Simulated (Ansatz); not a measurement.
H2AlO, SMILES `[OH][AlH-]` (excited triplet; H–O–Al–H torsion 97°) (charge -1, multiplicity 3). This triplet is an excited state, 1.11 eV above the relaxed singlet at the level frozen-core CCSD(T)/aug-cc-pVTZ // PBE0-D3(BJ)/def2-TZVPD (Ansatz, an electronic-structure program).

Method: BLYP/aug-cc-pVTZ // PBE0-D3(BJ)/def2-TZVPD (Ansatz).

Ansatz 0.2 input:
```yaml
crystal:
  periodic: [false, false, false]
  atoms:
    - { symbol: O, position_ang: [-0.978444, -0.142751, 0.411783] }
    - { symbol: Al, position_ang: [0.611958, 0.615863, 0.162148] }
    - { symbol: H, position_ang: [-1.503762, -0.111699, -0.387534] }
    - { symbol: H, position_ang: [1.870247, -0.361412, -0.186397] }
basis:
  gaussian: { orbitals: aug-cc-pVTZ }
hamiltonian:
  xc: blyp
total_charge: -1
magnetization:
  spin_polarized: true
  initial_magnetization: 2
```

Output:

```
Functional definition: BLYP
699 factors; their error is unknown
mean field evaluation 1: about -8674.9498 eV, gradient 1.8e1 eV
mean field evaluation 2: about -8668.5554 eV, gradient 4.3e1 eV
mean field evaluation 4: about -8677.4244 eV, gradient 2.0e0 eV
mean field evaluation 8: about -8677.4601 eV, gradient 1.1e-1 eV
mean field evaluation 16: about -8677.4492 eV, gradient 7.1e-5 eV
mean field evaluation 32: about -8677.4261 eV, gradient 1.0e0 eV
mean field -8677.44920424 eV, -318.8903764696 hartree, gradient 2.5e-5 eV, S^2 2.001780; 10 other end points of the search recorded, 0 dependent functions left out
reference -8677.44948522 eV, -318.8903867952 hartree; 13, 11 occupied and 129, 131 virtual orbitals, 699 factors
Total energy: -8677.44948522 eV, -318.8903867952 hartree
```
